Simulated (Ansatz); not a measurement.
Cost and result up the ladder for tetramethylammonium hexafluorophosphate, `C[N+](C)(C)C.F[P-](F)(F)(F)(F)F` (24 atoms). Charge 0, multiplicity 1. Geometry: r2SCAN-D4/def2-SVP.

Cartesian coordinates in Å:
```
C -0.9793 -1.5327 -2.0027
N -0.6141 -0.5937 -0.9043
C 0.4090 0.3857 -1.4075
C -0.0665 -1.3736 0.2580
C -1.8284 0.1586 -0.4494
H -0.0802 -2.0811 -2.3117
H -1.7383 -2.2360 -1.6365
H -1.3768 -0.9584 -2.8497
H -0.0178 0.9000 -2.2786
H 0.6445 1.0836 -0.5965
H 1.3121 -0.1701 -1.6879
H -0.8080 -2.1371 0.5280
H 0.8776 -1.8401 -0.0488
H 0.1228 -0.6919 1.0954
H -2.5694 -0.5646 -0.0848
H -2.2332 0.7189 -1.3023
H -1.5146 0.8374 0.3540
F 2.1070 0.5119 0.9941
P 1.5240 1.4628 2.2232
F 0.8800 0.1063 2.8955
F 0.0968 1.6069 1.3304
F 2.8934 1.2676 3.0461
F 0.8687 2.3702 3.3832
F 2.0907 2.7691 1.4527
```

Ansatz on 6 threads of Intel Xeon on a shared host. Times are rough, and most runs start from the orbitals of an earlier one. PBE0-D4/def2-TZVP serves as the yardstick here, not as an exact answer. Differences are given only for rows in sets of like size (and for xTB, whose basis is part of the method), since another set adds its own error. Binding counts from free atoms at the same level (C triplet, N quartet, H doublet, F doublet, P quartet; other spins of the atoms weren't run), without zero-point energy or a counterpoise term.

B3LYP takes the VWN-RPA correlation. Correlated methods freeze 16 core orbitals. The rows differ in basis, and correlated rows in double-zeta sets carry the largest basis error.

Correlated methods converge slowly with the basis, most of all in double-zeta sets.

```tsv
level	functions	wall time	binding energy per atom (eV)	difference from PBE0-D4/def2-TZVP (eV)
HF/6-31G	136	3.8 s	2.37	–
PBE-D4/def2-SVP	232	7.5 s	4.03	–
B3LYP-D4/6-31G	136	7.5 s	3.59	–
PBE0-D4/def2-SVP	232	12 s	3.93	–
MP2/def2-SVP	232	14 s	3.77	–
PBE-D4/def2-TZVP (with forces)	450	20 s	4.01	0.09
B3LYP-D4/def2-TZVP	450	33 s	3.91	0.00
r2SCAN-D4/def2-TZVP (with forces)	450	33 s	3.93	0.02
PBE0-D4/def2-TZVP	450	33 s	3.92	0.00
B97M-V/def2-TZVP	450	44 s	3.92	0.00
```
